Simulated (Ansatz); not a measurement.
Compare A (`NCC[SiH2]N`) with its isomer B (`CN(C)N[SiH3]`).

Computed with Ansatz on PBE0-D4/def2-TZVP structures; ΔE is electronic, products minus reactants. CCSD(T)/CBS adds triple-zeta CCSD(T) − MP2 to the extrapolated MP2 energy (def2 sets, frozen cores). DFT in def2-TZVPP. B3LYP here is the variant with VWN-RPA as its local correlation; programs differ in this. Each species was taken in one conformer, which may not be the lowest.

(1) Which is lower in electronic energy at CCSD(T)/CBS, and by how much? (Best estimate.)

(2) Give E(B) − E(A) in kcal/mol with B3LYP-D4, CCSD/def2-TZVPP, B2PLYP, PBE-D4, CCSD(T)/def2-TZVPP, r2SCAN-D4, PBE0-D4. (Best estimate.)

Largest T1 diagnostic: 0.010.

## Answers

(1) Computed: A, by 44.6 kcal/mol.

(2) Ansatz gave: B3LYP-D4 41.0, CCSD/def2-TZVPP 43.9, B2PLYP 43.3, PBE-D4 41.0, CCSD(T)/def2-TZVPP 43.4, r2SCAN-D4 43.1, PBE0-D4 42.6. None reverses the order clearly.

The D4 term adds −1.3 kcal/mol with B3LYP and −0.7 kcal/mol with PBE0; it sums over pairs of atoms, weighted by their polarisabilities, and B3LYP, whose exchange is more repulsive, gets the larger term. From PBE to PBE0 (25 % exact exchange), in def2-TZVPP and without D4, E(B) − E(A) moves by +1.5 kcal/mol.
